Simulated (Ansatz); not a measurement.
```yaml
crystal:
  periodic: [false, false, false]
  atoms:
    - {symbol: C, position_ang: [0.853903, -1.800449, -0.434902]}
    - {symbol: B, position_ang: [0.504343, -0.477885, 0.235844]}
    - {symbol: O, position_ang: [1.159692, -0.107406, 1.361322]}
    - {symbol: O, position_ang: [0.685315, 0.635275, -0.743156]}
    - {symbol: C, position_ang: [-0.040080, 1.611400, -0.736564]}
    - {symbol: C, position_ang: [-1.187529, 1.678214, -0.068551]}
    - {symbol: C, position_ang: [-1.603599, 0.561588, 0.520644]}
    - {symbol: O, position_ang: [-0.949967, -0.462828, 0.571895]}
    - {symbol: H, position_ang: [1.863499, -1.821632, -0.724625]}
    - {symbol: H, position_ang: [0.691400, -2.608489, 0.216474]}
    - {symbol: H, position_ang: [0.279370, -1.974229, -1.295940]}
    - {symbol: H, position_ang: [1.788930, -0.724596, 1.617390]}
    - {symbol: H, position_ang: [0.276020, 2.410726, -1.336359]}
    - {symbol: H, position_ang: [-1.781709, 2.525954, -0.099543]}
    - {symbol: H, position_ang: [-2.560708, 0.505878, 0.944200]}
basis:
  gaussian: {orbitals: aug-cc-pVDZ, nuclear_model: gaussian}
hamiltonian: {xc: {name: BHLYP}, dispersion: d4}
output: {forces: true}
```

```sh
$ ansatz run in.yaml --threads 4 --pin off --events-out ev --progress --plain --max-ram 11315MiB
```

It prints (some lines left out):

```
Functional definition: BHLYP
2422 factors; integrals over basis functions are off by at most 5.9e-4 eV
mean field evaluation 1: about -11064.3463 eV, gradient 7.7e1 eV
mean field evaluation 2: about -11065.6946 eV, gradient 7.4e1 eV
mean field evaluation 4: about -11076.3287 eV, gradient 3.3e0 eV
mean field evaluation 8: about -11076.4321 eV, gradient 2.2e-1 eV
mean field evaluation 16: about -11076.4322 eV, gradient 1.0e-4 eV
mean field -11076.43219526 eV, -407.0513753003 hartree, gradient 4.5e-5 eV, S^2 0.000000; 0 other end points of the search recorded, 0 dependent functions left out
reference -11076.43246419 eV, -407.0513851836 hartree; 30, 30 occupied and 217, 217 virtual orbitals, 2422 factors
Total energy: -11076.85800123 eV, -407.0670233813 hartree
Atom 0 at     0.853903    -1.800449    -0.434902 Å, force     0.077485    -0.097852     0.014951 eV/Å
Atom 1 at     0.504343    -0.477885     0.235844 Å, force    -0.414920    -0.297200    -0.768366 eV/Å
Atom 2 at     1.159692    -0.107406     1.361322 Å, force     0.165927     1.744305     1.684540 eV/Å
Atom 3 at     0.685315     0.635275    -0.743156 Å, force     2.441736    -1.987607    -1.059821 eV/Å
Atom 4 at    -0.040080     1.611400    -0.736564 Å, force     0.256174     1.784678    -0.888995 eV/Å
Atom 5 at    -1.187529     1.678214    -0.068551 Å, force    -0.969029     1.750885     0.254704 eV/Å
Atom 6 at    -1.603599     0.561588     0.520644 Å, force    -1.812160     0.392162     0.773435 eV/Å
Atom 7 at    -0.949967    -0.462828     0.571895 Å, force     0.567487    -3.240053     0.442868 eV/Å
Atom 8 at     1.863499    -1.821632    -0.724625 Å, force     1.637136    -0.059792    -0.481396 eV/Å
Atom 9 at     0.691400    -2.608489     0.216474 Å, force    -0.256031    -1.331102     1.038764 eV/Å
Atom 10 at     0.279370    -1.974229    -1.295940 Å, force    -0.930038    -0.281878    -1.394221 eV/Å
Atom 11 at     1.788930    -0.724596     1.617390 Å, force     1.401635    -1.183529     0.732258 eV/Å
Atom 12 at     0.276020     2.410726    -1.336359 Å, force     0.467025     1.364121    -0.983819 eV/Å
Atom 13 at    -1.781709     2.525954    -0.099543 Å, force    -1.026390     1.470627    -0.048369 eV/Å
Atom 14 at    -2.560708     0.505878     0.944200 Å, force    -1.606035    -0.027764     0.683466 eV/Å
Dipole moment:    -0.394910     0.400536    -0.160045 e Å
```

Hardware: 4 threads of an Intel Xeon Platinum 8488C on a shared host. Wall time 6.5 s, peak host memory 1.1 GiB.
